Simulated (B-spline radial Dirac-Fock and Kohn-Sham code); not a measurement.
Kohn-Sham estimates against Dirac-Fock for the levels of Ne⁴⁺

System: Ne⁴⁺, configuration 1s2 2s2 2p2.

The density-functional columns are spherical, spin-unpolarised Dirac-Kohn-Sham results without Breit or QED terms: −ε is minus the orbital energy of the initial state and ΔSCF the difference of two total energies. The reference in the last column comes from ΔSCF Dirac-Fock with Breit, self-energy and vacuum polarisation, finite nucleus, configuration average. All numbers are from a radial finite-basis atomic code, in eV; a selection of levels is shown.

| level | PBE −ε | PBE ΔSCF | LDA −ε | LDA ΔSCF | Dirac-Fock |
| --- | --- | --- | --- | --- | --- |
| K (1s) | 952.4 | 1015.5 | 947.2 | 1009.8 | 1004.2 |
| L1 (2s) | 131.0 | 145.1 | 130.4 | 144.5 | 142.9 |
| L2,3 (2p) | 109.2 | 124.6 | 109.2 | 124.7 | 124.1 |

**Question.** Order the estimates of the K (1s) level by their distance from the Dirac-Fock value, nearest first.
A. LDA −ε
B. PBE ΔSCF
C. PBE −ε
D. LDA ΔSCF

**Answer.** D (5.6 eV), B (11.3 eV), C (51.7 eV), A (57.0 eV).

Values without a named source are computed, but for edge energies of neutral atoms, which are taken from tables.
